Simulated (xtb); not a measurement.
GaH6N3, SMILES [NH2][Ga]([NH2])[NH2]. All values are semi-empirical tight-binding results from xtb (GFN2-xTB unless named), good for trends rather than for accurate numbers. Coordinates come from a GFN2-xTB optimisation. The structure was generated by enumeration; whether it is a known compound was not checked. Other conformers were not sampled.

For metal compounds this method's bond lengths and energies can be far off.

Computed properties:
The point group as xtb finds it is Cs. The orbital gap comes out as 4.08 eV, the zero-point energy is 43.4 kcal/mol and the G − E(el) at 298.15 K (modified RRHO) is 23.5 kcal/mol.
